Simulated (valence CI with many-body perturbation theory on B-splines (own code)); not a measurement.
## Valence orbitals of Eu XXII

Computed by valence CI with perturbative core correlation (CI+MBPT): six valence electrons over a frozen Dirac-Fock core [Kr], a basis of 7 s, 7 p, 8 d, 6 f, 4 g, 1 h functions for each j, with the one-electron correlation potential Σ1 (screened to all orders), the two-electron term Σ2, the three-electron term Σ3, Breit, model QED; selected single and double excitations, second order for the rest, scaled by the run's own slope (own B-spline code, finite nucleus).

No measured spectrum was set against this ion. As an estimate, terms of the open shell hold to 2 to 4 % of their energy, and close levels can change places. Core correlation moves these levels by up to 9600 cm⁻¹, and in measured spectra 5 to 20 % of such shifts remained as error; rates that hang on mixing are uncertain with them. Among the levels kept, up to 1000 cm⁻¹ of a level comes from second order outside the variational space, and about a tenth of that is noise between levels of different J, which matters for small intervals. Only levels of the ground parity were solved; by the run's estimate the other parity begins above the list, which can be wrong where configurations are misplaced.

These are the spectroscopic orbitals of the CI (the correlating ones are not listed), shaped by the core and the other valence electrons. h is the expectation value of the core's Dirac-Fock operator, without the valence repulsion; Σ1 is computed up to l = 3 at one energy for each symmetry, that of its lowest orbital but kept below the first core excitation, so for empty shells it is not the orbital's own correlation shift; Breit and QED include the response of the core.

| Orbital | h (hartree) | Σ1 (cm⁻¹) | Breit (cm⁻¹) | QED (cm⁻¹) | ⟨r⟩ (bohr) |
| --- | --- | --- | --- | --- | --- |
| 5s1/2 | -22.095 | -9681 | 1570 | 1245 | 1.009 |
| 6s1/2 | -14.054 | -3661 | 813 | 646 | 1.595 |
| 7s1/2 | -9.7458 | -1855 | 464 | 373 | 2.322 |
| 5p1/2 | -20.861 | -9046 | 2376 | -38.3 | 1.041 |
| 6p1/2 | -13.406 | -3617 | 1269 | -19.2 | 1.645 |
| 7p1/2 | -9.3641 | -1882 | 740 | -10.9 | 2.391 |
| 5p3/2 | -20.309 | -8210 | 1407 | 83.2 | 1.072 |
| 6p3/2 | -13.124 | -3373 | 763 | 45.6 | 1.682 |
| 7p3/2 | -9.1993 | -1774 | 479 | 27.1 | 2.435 |
| 4d3/2 | -32.162 | -20117 | 2720 | -388 | 0.5750 |
| 5d3/2 | -18.316 | -7817 | 1047 | -115 | 1.115 |
| 6d3/2 | -12.067 | -3560 | 547 | -58.3 | 1.772 |
| 4d5/2 | -31.875 | -19583 | 1386 | -238 | 0.5816 |
| 5d5/2 | -18.2 | -7738 | 584 | -62.2 | 1.123 |
| 6d5/2 | -12.005 | -3529 | 310 | -31.2 | 1.782 |
| 4f5/2 | -26.506 | -38838 | 112 | -271 | 0.5803 |
| 5f5/2 | -16.014 | -7911 | 142 | -84.9 | 1.183 |
| 4f7/2 | -26.448 | -36049 | -538 | -229 | 0.5828 |
| 5f7/2 | -15.989 | -7753 | -102 | -68.7 | 1.186 |
| 5g7/2 | -14.511 |  | -63.2 | -21.6 | 1.178 |
| 5g9/2 | -14.506 |  | -95.8 | -17.1 | 1.178 |

Among the shells of the start configuration 4d6, Σ1 is largest in size for 4d3/2, where it is 0.28 % of h.

Lowest root of each symmetry, sizes in configuration state functions:

| J | Parity | Roots | Reference | Variational | Second order | Change by selected CI (cm⁻¹) | Change by second order (cm⁻¹) |
| --- | --- | --- | --- | --- | --- | --- | --- |
| 0 | even | 5 | 9 | 39478 | 619101 | -40178 | -51 |
| 1 | even | 4 | 15 | 35369 | 2404236 | -37391 | -193 |
| 2 | even | 8 | 25 | 34955 | 3840331 | -39129 | -559 |
| 3 | even | 6 | 23 | 32703 | 4507254 | -35837 | -680 |
| 4 | even | 7 | 19 | 32381 | 4214228 | -36477 | -745 |
| 5 | even | 2 | 10 | 32225 | 3538412 | -38060 | -680 |
| 6 | even | 2 | 6 | 32770 | 3090671 | -37030 | -433 |
